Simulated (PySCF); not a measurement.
## Correlation energy of C (carbon, neutral)

[He] 2s1 2p3, high-spin 5S determinant (an excited configuration). Calculation: PySCF 2.14, in x2c-TZVPPall; scalar relativity by spin-free X2C-1e. Frozen: nothing; 6 electrons correlated.

```tsv
level	correlation energy (mhartree)
CCSD	-50.89
(T)	-0.33
CCSD(T)	-51.22
CCSDT	-51.30
```

Diagnostics: T1 = 0.0031, D1 = 0.0060, largest double amplitude 0.033.

Task: Is a single reference adequate?

Result: Yes: T1 lies below 0.03 and no double amplitude reaches 0.07.

This basis was not built for core-valence correlation, so the inner-shell part is incomplete.
